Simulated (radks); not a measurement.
Problem. The mean radii <r> (bohr) of the occupied orbitals of an atom or ion are listed with their occupations. Method: Dirac Kohn-Sham, RPBE, spin-unpolarised, spherical densities, point nucleus; computed with a radial shooting solver on a logarithmic mesh with Libxc functionals.

orbital  occ.      <r>
1s1/2       2  0.04548
2s1/2       2   0.2001
2p1/2       2   0.1723
2p3/2       4   0.1759
3s1/2       2   0.5085
3p1/2       2   0.4947

Name the element and its charge. Open shells, if any, fill j = l - 1/2 first.

Solution. Z = 33, arsenic, charge +19: As19+ in [Ne] 3s2 3p2. The 1s radius gives Z: for a bare nucleus <r> = (2 gamma + 1)/(2Z) with gamma = sqrt(1 - (Z/c)^2), 0.04456 bohr for Z = 33, and screening makes it slightly larger (0.04548 here). The occupations add up to 14, and the charge is Z minus that.
